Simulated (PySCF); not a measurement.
From one molecule to another.

First species: C2H8N2Si2.
SMILES: `C=N[Si@H]1C[SiH2]N1`

Second species: C2H8N2Si2.
Numbering: `[NH2:1][Si@@H:2]1[N:3]=[CH:4][C@H:5]1[SiH3:6]` (hydrogens: H7, H8 on N1; H9 on Si2; H10 on C4; H11 on C5; H12, H13, H14 on Si6)

Levels: PBE0/def2-SVPD for dipole moment, HOMO energy, LUMO energy, HOMO–LUMO gap, static isotropic polarisability and electronic spatial extent ⟨r²⟩ about the centre of nuclear charge; TDDFT PBE0/def2-SVPD for lowest singlet excitation; TDA PBE0/def2-SVPD for lowest triplet excitation (Tamm–Dancoff); GFN2-xTB for rotational constant A and rotational constant C. Geometries: GFN2-xTB. Each structure is a single optimised conformer of the isolated species, non-relativistic unless stated. Electronic properties by PySCF.

Dipoles, sizes and rotational constants follow the conformer. The torsions of the flexible species, by atom-mapped SMILES:
- `[CH2:1]=[N:2][Si@H:3]1[CH2:4][SiH2:5][NH:6]1`: C1–N2–Si3–C4 132°
- `[NH2:1][Si@@H:2]1[N:3]=[CH:4][C@H:5]1[SiH3:6]`: H–N1–Si2–N3 -108°, H–N1–Si2–N3 27°

| property | column X | column Y |
| --- | --- | --- |
| dipole moment | 1.93 D | 1.61 D |
| HOMO energy | -6.66 eV | -7.02 eV |
| LUMO energy | -0.67 eV | -1.11 eV |
| HOMO–LUMO gap | 5.99 eV | 5.91 eV |
| lowest singlet excitation | 4.09 eV | 3.91 eV |
| lowest triplet excitation (Tamm–Dancoff) | 3.52 eV | 3.30 eV |
| static isotropic polarisability | 87.3 au | 89.5 au |
| electronic spatial extent ⟨r²⟩ about the centre of nuclear charge | 983 bohr² | 974 bohr² |
| rotational constant A | 4.321 GHz | 6.067 GHz |
| rotational constant C | 1.278 GHz | 1.313 GHz |

Question: Which column belongs to which species?

Answer: Column X is the second species and column Y the first. The first has 14 atoms and 62 electrons, the second 14 and 62.

Question: How does each property change from the first species to the second?

Answer: dipole moment +0.32 D; HOMO energy +0.36 eV; LUMO energy +0.44 eV; HOMO–LUMO gap +0.08 eV; lowest singlet excitation +0.18 eV; lowest triplet excitation (Tamm–Dancoff) +0.22 eV; static isotropic polarisability -2.2 au; electronic spatial extent ⟨r²⟩ about the centre of nuclear charge +9 bohr²; rotational constant A -1.746 GHz; rotational constant C -0.035 GHz.

On the first: S1 lies 2.00 eV below the HOMO–LUMO gap; its leading configuration is HOMO→LUMO, weight 0.89. A dipole of 1.61 D is allowed in C1, and pure rotational transitions are dipole-allowed.

On the second: The dipole equals about 6.4 × 10⁻³⁰ C·m (1 D = 3.33564 × 10⁻³⁰ C·m). S1 lies 1.90 eV below the HOMO–LUMO gap; its leading configuration is HOMO→LUMO, weight 0.96.
